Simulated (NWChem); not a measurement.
System: Si2NH6OF; SMILES [SiH2]([Si@@H](O)F)N

The following NWChem deck was run.

```
start job
memory heap 200 mb stack 900 mb global 1100 mb
geometry units angstroms noautosym nocenter noautoz
  N     -0.536863     2.462191     0.140792
  Si     0.671817     1.264175    -0.214108
  Si    -0.031494    -0.914303     0.307189
  O     -1.485857    -1.098454    -0.474618
  F      1.026353    -2.032967    -0.238665
  H     -0.610084     2.808647     1.090960
  H     -1.460018     2.352468    -0.266386
  H      1.014384     1.295561    -1.669564
  H      1.886561     1.602648     0.588968
  H     -0.191258    -1.219390     1.764883
  H     -1.993019    -1.895412    -0.290510
end
basis spherical
  * library sto-3g
end
dft
  xc b3lyp
  iterations 150
end
property
  response 1 0.0773
end
task dft property
```

Excerpt of the output:

```
             Northwest Computational Chemistry Package (NWChem) 7.3.0
             --------------------------------------------------------

                             Geometry "geometry" -> ""
                             -------------------------

 Output coordinates in angstroms (scale by  1.889725989 to convert to a.u.)

  No.       Tag          Charge          X              Y              Z
 ---- ---------------- ---------- -------------- -------------- --------------
    1 N                    7.0000    -0.53686300     2.46219100     0.14079200
    2 Si                  14.0000     0.67181700     1.26417500    -0.21410800
    3 Si                  14.0000    -0.03149400    -0.91430300     0.30718900
    4 O                    8.0000    -1.48585700    -1.09845400    -0.47461800
    5 F                    9.0000     1.02635300    -2.03296700    -0.23866500
    6 H                    1.0000    -0.61008400     2.80864700     1.09096000
    7 H                    1.0000    -1.46001800     2.35246800    -0.26638600
    8 H                    1.0000     1.01438400     1.29556100    -1.66956400
    9 H                    1.0000     1.88656100     1.60264800     0.58896800
   10 H                    1.0000    -0.19125800    -1.21939000     1.76488300
   11 H                    1.0000    -1.99301900    -1.89541200    -0.29051000

 Effective nuclear repulsion energy (a.u.)     302.7540551722

                              NWChem Property Module
                              ----------------------

                                 NWChem DFT Module
                                 -----------------

 Summary of "ao basis" -> "ao basis" (spherical)
 ------------------------------------------------------------------------------
       Tag                 Description            Shells   Functions and Types
 ---------------- ------------------------------  ------  ---------------------
 N                           sto-3g                  3        5   2s1p
 Si                          sto-3g                  5        9   3s2p
 O                           sto-3g                  3        5   2s1p
 F                           sto-3g                  3        5   2s1p
 H                           sto-3g                  1        1   1s

            General Information
            -------------------
          SCF calculation type: DFT
          Wavefunction type:  closed shell.
          No. of atoms     :    11
          No. of electrons :    58
           Alpha electrons :    29
            Beta electrons :    29
          Charge           :     0
          Spin multiplicity:     1
          Use of symmetry is: off; symmetry adaption is: off
          Maximum number of iterations: 150
          AO basis - number of functions:    39
                     number of shells:    25
          Convergence on energy requested:  1.00D-06
          Convergence on density requested:  1.00D-05
          Convergence on gradient requested:  5.00D-04

              XC Information
              --------------
                         B3LYP Method XC Potential
                     Hartree-Fock (Exact) Exchange  0.200
                        Slater Exchange Functional  0.800 local
                    Becke 1988 Exchange Functional  0.720 non-local
              Lee-Yang-Parr Correlation Functional  0.810
                  VWN I RPA Correlation Functional  0.190 local

             Grid Information
             ----------------
          Grid used for XC integration:  medium
          Radial quadrature: Mura-Knowles
          Angular quadrature: Lebedev.
          Tag              B.-S. Rad. Rad. Pts. Rad. Cut. Ang. Pts.
          ---              ---------- --------- --------- ---------
          N                   0.65       49          11.0       434
          Si                  1.10       88          10.0       590
          O                   0.60       49          11.0       434
          F                   0.50       49          10.0       434
          H                   0.35       45          12.0       434
          Grid pruning is: on
          Number of quadrature shells:   593
          Spatial weights used:  Erf1

      Superposition of Atomic Density Guess
      -------------------------------------

 Sum of atomic energies:        -799.09685586

      Non-variational initial energy
      ------------------------------

 Total energy =    -799.051060
 1-e energy   =   -1723.150424
 2-e energy   =     621.345309
 HOMO         =      -0.085247
 LUMO         =       0.354880

   convergence    iter        energy       DeltaE   RMS-Dens  Diis-err
 ---------------- ----- ----------------- --------- --------- ---------
 d= 0,ls=0.0,diis     1   -802.3120094422 -1.11D+03  5.90D-02  8.52D-01
 d= 0,ls=0.0,diis     2   -802.2750898225  3.69D-02  3.35D-02  1.24D+00
 d= 0,ls=0.0,diis     3   -802.4821909252 -2.07D-01  4.67D-03  7.43D-03
 d= 0,ls=0.0,diis     4   -802.4827756798 -5.85D-04  2.16D-03  4.81D-03
 d= 0,ls=0.0,diis     5   -802.4836653967 -8.90D-04  2.30D-04  2.22D-05
  Resetting Diis
 d= 0,ls=0.0,diis     6   -802.4836702896 -4.89D-06  5.38D-05  1.98D-06
 d= 0,ls=0.0,diis     7   -802.4836706932 -4.04D-07  1.65D-05  9.30D-08
 d= 0,ls=0.0,diis     8   -802.4836706951 -1.87D-09  8.15D-06  8.71D-08

         Total DFT energy =     -802.483670695099
      One electron energy =    -1720.150538330019
           Coulomb energy =      685.445353983936
    Exchange-Corr. energy =      -70.532541521195
 Nuclear repulsion energy =      302.754055172179

 Numeric. integr. density =       58.000000393475

                       DFT Final Molecular Orbital Analysis
                       ------------------------------------

 Vector   27  Occ=2.000000D+00  E=-1.603946D-01
              MO Center= -7.6D-02, -1.5D+00, -1.9D-01, r^2= 2.7D+00
   Bfn.  Coefficient  Atom+Function         Bfn.  Coefficient  Atom+Function
  ----- ------------  ---------------      ----- ------------  ---------------
    33      0.572114   5 F  pz               31      0.442980   5 F  px
    28      0.388916   4 O  pz               26      0.325913   4 O  px
    38     -0.296471  10 H  s                27     -0.291839   4 O  py
    25     -0.181323   4 O  s                 4     -0.081847   1 N  py
    32      0.067800   5 F  py               39      0.064007  11 H  s

 Vector   28  Occ=2.000000D+00  E=-1.461669D-01
              MO Center= -1.2D+00, -1.2D+00, -3.6D-01, r^2= 1.3D+00
   Bfn.  Coefficient  Atom+Function         Bfn.  Coefficient  Atom+Function
  ----- ------------  ---------------      ----- ------------  ---------------
    28      0.707598   4 O  pz               26     -0.431320   4 O  px
    27      0.422346   4 O  py               31     -0.256022   5 F  px
    38     -0.219267  10 H  s                32      0.150097   5 F  py
    33      0.057358   5 F  pz               21     -0.049967   3 Si px
    22      0.029527   3 Si py               23      0.029359   3 Si pz

 Vector   29  Occ=2.000000D+00  E=-1.101437D-01
              MO Center= -1.8D-01,  1.5D+00,  3.0D-02, r^2= 4.0D+00
   Bfn.  Coefficient  Atom+Function         Bfn.  Coefficient  Atom+Function
  ----- ------------  ---------------      ----- ------------  ---------------
     4      0.682496   1 N  py                5     -0.379311   1 N  pz
    32     -0.326752   5 F  py                3      0.248740   1 N  px
    22      0.221495   3 Si py               20      0.200581   3 Si s
     2      0.199401   1 N  s                36     -0.188316   8 H  s
    38     -0.167056  10 H  s                13     -0.148444   2 Si py

 Vector   30  Occ=0.000000D+00  E= 2.098848D-01
              MO Center=  2.6D-01,  7.4D-02,  1.0D-01, r^2= 3.0D+00
   Bfn.  Coefficient  Atom+Function         Bfn.  Coefficient  Atom+Function
  ----- ------------  ---------------      ----- ------------  ---------------
    20     -0.876436   3 Si s                11      0.812048   2 Si s
    13     -0.486461   2 Si py               38      0.390936  10 H  s
    22     -0.379963   3 Si py               36     -0.292975   8 H  s
    32      0.282793   5 F  py                4      0.278702   1 N  py
    25      0.261332   4 O  s                12     -0.244289   2 Si px

 Vector   31  Occ=0.000000D+00  E= 2.536338D-01
              MO Center= -5.0D-02,  1.7D-01,  6.8D-02, r^2= 4.0D+00
   Bfn.  Coefficient  Atom+Function         Bfn.  Coefficient  Atom+Function
  ----- ------------  ---------------      ----- ------------  ---------------
    21      0.658974   3 Si px               12      0.596499   2 Si px
     2      0.567910   1 N  s                25      0.482547   4 O  s
    13     -0.363285   2 Si py               37     -0.348519   9 H  s
    39     -0.334783  11 H  s                28      0.301682   4 O  pz
    34     -0.257552   6 H  s                 4     -0.242144   1 N  py

 Vector   32  Occ=0.000000D+00  E= 2.776780D-01
              MO Center=  1.7D-01, -1.6D-01, -1.3D-01, r^2= 3.8D+00
   Bfn.  Coefficient  Atom+Function         Bfn.  Coefficient  Atom+Function
  ----- ------------  ---------------      ----- ------------  ---------------
    23      0.628276   3 Si pz               14      0.584512   2 Si pz
    36      0.509768   8 H  s                22      0.450245   3 Si py
    38     -0.341955  10 H  s                25      0.318596   4 O  s
    13      0.312961   2 Si py               31     -0.298152   5 F  px
    37     -0.278551   9 H  s                27     -0.240408   4 O  py

     Multipole analysis of the density
     ---------------------------------

     L   x y z        total         alpha         beta         nuclear
     -   - - -        -----         -----         ----         -------
     0   0 0 0     -0.000000    -29.000000    -29.000000     58.000000

     1   1 0 0     -0.374901     -1.324468     -1.324468      2.274036
     1   0 1 0     -0.210840     -0.099498     -0.099498     -0.011845
     1   0 0 1      0.505191      2.556077      2.556077     -4.606963

     2   2 0 0    -28.860809    -97.624761    -97.624761    166.388713
     2   1 1 0      1.206185     -0.323363     -0.323363      1.852910
     2   1 0 1     -0.625131     -0.564574     -0.564574      0.504016
     2   0 2 0    -31.217857   -276.497305   -276.497305    521.776754
     2   0 1 1      1.158526     -4.526598     -4.526598     10.211723
     2   0 0 2    -29.822411    -36.357405    -36.357405     42.892398

 *** CALLING NEW AORESP DRIVER FOR CLOSED AND OPEN SHELLS ***
 Entering AOResponse driver routine

--------------------------------------------------------------------------------

          -----------------------------------------------
          Solving response equations for perturbing field
          -----------------------------------------------

 number of frequencies:     1
 frequency in a.u.:  0.7730000E-01
 Perturbing field: electric
 Using El. Dipole Length Gauge

 Setting up CPKS with frequency omega =      0.07730000 a.u.

                            NWChem Dynamic CPHF Module
                            --------------------------

    scftype = RHF
    nclosed =   29
      nopen =    0
  variables =      580
  num. vecs =        3
  tolerance =   1.0D-04
  max. iter =   50

 SCF residual:    1.8246575415437034E-005

Iterative solution of linear equations
  No. of variables      580
  No. of equations        3
  Maximum subspace       30
       Convergence  1.0D-04

   iter   nsub   residual    time
   ----  ------  --------  ---------
     1      3    2.67D+00      12.4
     2      6    9.02D-01      16.0
     3      9    1.20D-01      20.0
     4     12    2.19D-02      23.8
     5     15    1.72D-03      27.5
     6     18    1.19D-04      31.1
     7     21    1.21D-05      35.1

 Electric Dipole Response Matrix (nonzero elements):

              1        2        3
    1   31.3580   1.8651   0.4433
    2    1.8652  39.9531  -0.3362
    3    0.4433  -0.3362  26.3227

 ------------------------------------------
 average:        32.54460 + I       0.00000

 DFT Linear Response polarizability / au
 Frequency  =       0.0773000 / au
 Wavelength =     589.4353558 / nm
              X              Y              Z
 -----------------------------------------------
 X      31.3579869      1.8651412      0.4432726
 Y       1.8651527     39.9531054     -0.3362218
 Z       0.4432630     -0.3362302     26.3226999
 -----------------------------------------------
 Eigenvalues =      31.0243106     40.3444748     26.2650067
 Isotropic   =      32.5445974
 Anisotropic =      12.4045930
 -----------------------------------------------

 Magnetic Dipole Response Matrix (nonzero elements):
```

Level: B3LYP/STO-3G. STO-3G and 3-21G are far too small for this property and stand as cheap habits. Geometry: optimised at PBE0/def2-SVP.
